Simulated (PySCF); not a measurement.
# State search for AuC

Unrestricted PBE0; Au cc-pVDZ-PP with ECP60, C cc-pVDZ; scalar-relativistic core potentials (PySCF 2.14). Outer shells of the fragments: Au 5d10 6s1; C 2s2 2p2.

Followed along the bond (rough minima from three points):

```json
{"2Ms+1": "2", "unpaired": "π ↑", "⟨S²⟩ at the start": "0.76", "R at minimum (Å)": "1.87", "Te (eV)": "0.00"}
{"2Ms+1": "4", "unpaired": "σ ↑, π ↑↑", "⟨S²⟩ at the start": "3.78", "R at minimum (Å)": "1.93", "Te (eV)": "0.84"}
{"2Ms+1": "2", "unpaired": "σ ↓, π ↑↑", "⟨S²⟩ at the start": "1.77", "R at minimum (Å)": "1.96", "Te (eV)": "1.44"}
{"2Ms+1": "2", "unpaired": "σ ↑, π ↑↓", "⟨S²⟩ at the start": "1.77", "R at minimum (Å)": "1.93", "Te (eV)": "1.55"}
```

Solutions found at the starting distance of 1.935 Å, counted from the lowest of them; the search is not exhaustive and high or unbound solutions are not listed, so other states can lie among these:

```tsv
2Ms+1	unpaired	term	E (eV)	⟨S²⟩	⟨Lz²⟩	μ (D)
2	π ↑	²Π	0.00	0.76	1.01	-1.63
4	σ ↑, π ↑↑	⁴Σ⁻	0.81	3.78	0.00	-2.69
2	σ ↓, π ↑↑	mixed	1.41	1.77	0.00	-2.95
2	σ ↑, π ↑↓	mixed	1.52	1.77	2.01	-2.86
2	σ ↑	²Σ⁺	2.06	0.76	0.00	1.79
4	σ ↑↑, π ↑	⁴Π	2.44	3.76	1.01	1.44
2	σ ↑	mixed	2.65	0.77	2.01	-2.79
4	π ↑↑, δ ↑	⁴Δ	3.70	3.77	4.00	-2.65
2	π ↑↓, δ ↑	mixed	4.10	1.76	5.86	-2.64
4	π ↑↑↑	⁴Π	4.29	3.76	1.00	-2.62
```

A term symbol is given only where ⟨S²⟩ and ⟨Lz²⟩ are close to those of a pure state; real π, δ and φ orbitals otherwise mix terms. A positive dipole means Au(−)C(+).

Spin–orbit coupling is left out. Counting both spins, an empty level lies below a filled one in some of these solutions, because spin and occupation are held. The state is the lowest single determinant that the PBE0 search found; with open d or f shells the true ground state can be another one.
